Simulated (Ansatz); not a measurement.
`[CH3][InH][Br]` + HCl → `[CH3][InH][Cl]` + HBr at 400 K and 1 bar (ligand exchange at the In–Br bond).

Computed with Ansatz on PBE0-D4/def2-TZVP structures; ΔE is electronic, products minus reactants. CBS: MP2 limit from def2 TZ/QZ plus the TZ coupled-cluster correction, frozen cores. This one scheme is used for every species. Elements past krypton have def2 core potentials. For Br, In outer-core shells are correlated without core-valence functions, which leaves a few kJ/mol of doubt a bond. Scalar relativity is left out up to krypton.

```csv
species,CCSD(T)/CBS energy (Eh),H − E (kJ/mol),S (J/(mol·K))
`[CH3][InH][Br]`,-2803.63750,137.9,372.7
HCl,-460.38127,29.6,195.4
`[CH3][InH][Cl]`,-690.09240,138.2,366.6
HBr,-2573.91920,27.6,207.2
```

H − E and S are ideal-gas, rigid-rotor, harmonic terms from PBE0-D4/def2-TZVP, for one conformer and one mirror image of each species. 1 Eh = 2625.50 kJ/mol, R = 8.31446 J/(mol·K).

Problem. By hand: ΔE, ΔH, ΔS and ΔG.

Solution. ΔE = (-690.09240) + (-2573.91920) − (-2803.63750) − (-460.38127) = 0.00717 Eh = 18.8 kJ/mol. Δ(H − E) = 138.2 + 27.6 − 137.9 − 29.6 = -1.7, so ΔH = 17.1 kJ/mol. ΔS = 366.6 + 207.2 − 372.7 − 195.4 = 5.7 J/(mol·K). ΔG = 17.1 − 400 × (5.7)/1000 = 14.8 kJ/mol.

Problem. By hand: the equilibrium constant, and the temperature at which ΔG would vanish if ΔH and ΔS stayed fixed.

Solution. log₁₀ K = −ΔG/(RT ln 10) = -1.9. ΔG = 0 at ΔH/ΔS = 3000 K, far beyond where these terms or the molecules hold.

The number of gas molecules stays the same, so ΔS is small and ΔH decides. A doubt of 5 kJ/mol in ΔE shifts log₁₀ K by 0.7 here. Other conformers and mirror images would add mixing entropy, several J/(mol·K) or more a flexible species. Modes under 60 cm⁻¹, often nearly free rotors, make the harmonic entropy too high. These are equilibria of isolated gas molecules and say nothing of rates. Largest T1 diagnostic: 0.012 (customary marks: 0.02 for closed shells, 0.045 for open ones).
